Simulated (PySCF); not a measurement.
## Manganese: highly charged ions in a basis for the neutral atom

Mn²²⁺ [He] 2s1, Mn²³⁺ 1s2. Computed with PySCF 2.14 in cc-pVDZ, with no relativity, point nucleus. No spin-orbit coupling, so a gap to NIST mixes the basis error with missing relativistic terms.

Changed run: basis of the neutral atom used for a highly charged ion. This setting is unsound on purpose.

```
species  method  sound run (hartree)  changed run (hartree)  converged
  Mn²²⁺     UHF              not run             -677.45206        yes
  Mn²²⁺    PBE0              not run             -677.32299        yes
  Mn²²⁺    TPSS              not run             -677.56200        yes
  Mn²³⁺     UHF              not run             -609.47053        yes
  Mn²³⁺    PBE0              not run             -609.28568        yes
  Mn²³⁺    TPSS              not run             -609.52424        yes
```

Ionisation energy of Mn²²⁺:

| method | changed run (eV) | NIST (eV) |
| --- | --- | --- |
| UHF | 1849.9 | 1879.9 |
| PBE0 | 1851.4 | 1879.9 |
| TPSS | 1851.4 | 1879.9 |

The contracted functions were made for the neutral atom and can be too rigid for a highly charged ion.
